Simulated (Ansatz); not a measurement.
`COB(O)Br`, relaxed with RKS PBE-D4/def2-SVP in Ansatz from a rough embedded geometry. The force threshold is 0.03 eV/Å; the program also tests the step.

The species carries charge 0 and has multiplicity 1.

Start:

```xyz
9

C     0.062    0.128   -1.281
O    -0.658   -0.696   -0.434
B    -0.207   -0.492    0.959
O    -0.951    0.435    1.799
Br    1.182   -1.684    1.739
H     1.213   -0.144   -1.188
H    -0.052    1.191   -1.016
H    -0.211   -0.060   -2.303
H    -0.378    1.322    1.726
```

```csv
step,energy (eV),largest force (eV/Å),largest move (Å)
1,-75890.8353,3.031,0.000
2,-75891.3518,1.803,0.140
3,-75891.5573,1.414,0.195
4,-75891.7205,1.764,0.195
5,-75891.9320,1.043,0.200
6,-75892.0679,0.478,0.200
7,-75892.1375,0.297,0.200
8,-75892.2246,0.450,0.200
9,-75892.2894,0.876,0.195
10 (rejected),-75892.2672,1.837,0.195
11,-75892.3639,0.415,0.097
12,-75892.4043,0.124,0.097
13,-75892.4353,0.054,0.149
14 (rejected),-75892.4123,0.524,0.167
15,-75892.4409,0.008,0.084
```

End:

```xyz
9

C     0.182    0.041   -1.475
O    -0.598    0.277   -0.320
B    -0.261    0.027    0.962
O    -1.129    0.384    1.947
Br    1.446   -0.839    1.445
H     1.045   -0.626   -1.268
H     0.564    1.006   -1.870
H    -0.461   -0.423   -2.250
H    -0.789    0.154    2.829
```

Hardware: 4 threads of an Arm Neoverse V1 on a shared host. Wall time 18 s, peak host memory 0.15 GiB.
